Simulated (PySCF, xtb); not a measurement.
BI₂, SMILES I[B+]I, charge +1.

GFN2-xTB in xtb at its own geometry gives an orbital gap of 3.77 eV.

Geometry: B3LYP-D3(BJ)/def2-TZVP. The def2 effective core potentials stand for the cores of I; spin–orbit coupling is left out.

What does B3LYP/def2-TZVPD in PySCF give? (The exact figures need the calculation; the answer reports its results.)

gap 5.47 eV (levels -13.47 and -8.00 eV).
